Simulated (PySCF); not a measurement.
Species: CH₆AsB.
InChI=1S/CH6AsB/c1-2-3/h2H,3H2,1H3

The closed-shell ground state was solved at several levels (PySCF, density fitting, gas phase). One conformer (not necessarily the lowest) at the PBE0-D3(BJ)/def2-SVP geometry, without solvent, vibrations or thermal averaging. The calculation is non-relativistic and has no spin–orbit coupling, an omission that weighs most on arsenic.

```tsv
level	basis functions	total energy (Eh)	HOMO (eV)	LUMO (eV)	gap (eV)	dipole (D)
B3LYP/pcJ-1 (pcSseg-1 on As)	155	-2302.2384	-6.70	-2.00	4.70	1.23
PBE0/def2-SVPD	126	-2301.7246	-6.88	-1.83	5.05	1.28
PBE0/pcSseg-1	105	-2301.8000	-6.91	-1.82	5.09	1.27
```

Q: Estimate the row for PBE0/pcSseg-2, a basis of 219 functions; the other rows only guide the guess.

A: Total energy -2302.1118 Eh, HOMO -6.89 eV, LUMO -1.85 eV, gap 5.04 eV, dipole 1.31 D.

Q: Over all these levels, which gives the widest orbital gap and which the narrowest?

A: PBE0/pcSseg-1 (global hybrid, 25 % exact exchange) has the widest, 5.09 eV, and B3LYP/pcJ-1 (pcSseg-1 on As) (global hybrid, 20 % exact exchange) the narrowest, 4.70 eV. Functional and basis both differ between the two, so the spread mixes both effects.

Q: How much does the basis alone move the frontier levels among the 3 PBE0 rows (the withheld one included)?

A: The HOMO by 0.03 eV and the LUMO by 0.03 eV. By rising basis size (HOMO, LUMO in eV): pcSseg-1 -6.91, -1.82; def2-SVPD -6.88, -1.83; pcSseg-2 -6.89, -1.85.

Q: How far do the dipole and the HOMO energy spread over the levels?

A: The dipole runs from 1.23 to 1.31 D (mean 1.27 D) and the HOMO from -6.91 to -6.70 eV.
